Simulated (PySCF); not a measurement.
# Au⁵⁶⁺ (gold, charge +56) across methods

[Ar] 3d5, high-spin 6S determinant. All numbers are calculated (PySCF 2.14, scalar relativity by spin-free X2C-1e, in an even-tempered Gaussian basis (17 s from 14 bohr⁻², ratio 2.5; 13 p from 18 bohr⁻², ratio 2.5; 7 d from 18 bohr⁻², ratio 2.5; 4 f from 70 bohr⁻², ratio 2.7; 3 g from 110 bohr⁻², ratio 2.7)).

| method | E (hartree) | mean ε 3p α (eV) | mean ε 3p β (eV) | mean ε 3d α (eV) | Σ⟨r²⟩ (bohr²) | ⟨S²⟩ |
| --- | --- | --- | --- | --- | --- | --- |
| revPBE | -16091.73 | -6119.5 | -6088.9 | -5583.5 | 0.4662 | 8.750 |
| PBE0 | -16090.80 | -6145.8 | -6105.2 | -5604.1 | 0.4662 | 8.750 |
| LDA | -16078.73 | -6116.8 | -6086.6 | -5582.4 | 0.4665 | 8.750 |
| r2SCAN | -16091.26 | -6134.3 | -6094.7 | -5591.2 | 0.4661 | 8.750 |
| UHF | -16089.08552 | -6223.4 | -6152.0 | -5664.5 | 0.4660 | 8.750 |
| TPSS | -16091.18 | -6122.5 | -6090.3 | -5583.2 | 0.4663 | 8.750 |
| PBE | -16090.97 | -6119.4 | -6088.7 | -5583.4 | 0.4663 | 8.750 |

Spin-orbit coupling, which splits the p, d and f shells strongly at this Z, is absent. Spin-orbit coupling is strong in this species (close to jj coupling), so the high-spin LS determinant is a model state, not a physical level.
